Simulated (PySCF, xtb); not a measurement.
CH3Cl4Nb, SMILES [Cl][Nb]([CH3])([Cl])([Cl])[Cl], multiplicity 1.

xtb with GFN2-xTB at its own geometry gives an orbital gap of 2.13 eV and a dipole moment of 0.53 D.

Geometry: B3LYP-D3(BJ)/def2-SVP. The multiplicity is an assumed one; no other spin state was optimised. The structure was generated by enumeration; whether it is a known compound was not checked. The def2 effective core potentials stand for the cores of Nb; spin–orbit coupling is left out.

Problem. What does PBE/def2-TZVP (PySCF) give? (The exact figures need the calculation; the answer reports its results.)

Solution. gap 2.91 eV (levels -7.53 and -4.62 eV), dipole 1.21 D.
